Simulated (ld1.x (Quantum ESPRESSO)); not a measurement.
Building the PAW potential for chlorine (PBE, scalar-relativistic).

- Element: chlorine (Cl)
- Generator: ld1.x (Quantum ESPRESSO) 7.5
- Type: PAW
- Functional: PBE
- Relativity: scalar-relativistic
- Frozen core: [Ne]
- Valence charge: 7
- Reference configuration: 3s1 3p6
- Partial waves: 3s (bound): rcut 1.10, rcutus 1.40 bohr; 3s channel at 2.45 Ry: rcut 1.10, rcutus 1.40 bohr; 3p (bound): rcut 1.10, rcutus 1.45 bohr; 3p channel at -0.3 Ry: rcut 1.10, rcutus 1.45 bohr; 3d channel at 0.3 Ry: rcut 1.40, rcutus 1.65 bohr
- Local potential: all-electron potential smoothed inside 1.60 bohr (lloc = -1)
- Core correction: Bessel-smoothed model core, default radius (core density twice the valence density)
- Augmentation charge: PSQ, radius 0.85 bohr

- Cutoffs needed: 25 Ry and 40 Ry (the cutoffs (Ry, on a coarse ladder) from which the occupation-weighted sum of valence levels, in a spherical-Bessel basis at the reference potential, stays within 10 and 1 mRy of its value at 400 Ry)
- Ghost test: no extra level below or beside the all-electron valence levels (s, p, d, f tested) (spherical-Bessel basis up to 400 Ry, 20 bohr box)
- Largest excitation error: -73 meV (all-electron minus pseudo) for 3s2 3p1, out of 7 test configurations
- Lowest eigenvalue of the overlap operator: 0.44 (s channel)
- Density cutoff estimated by the generator: 512 Ry
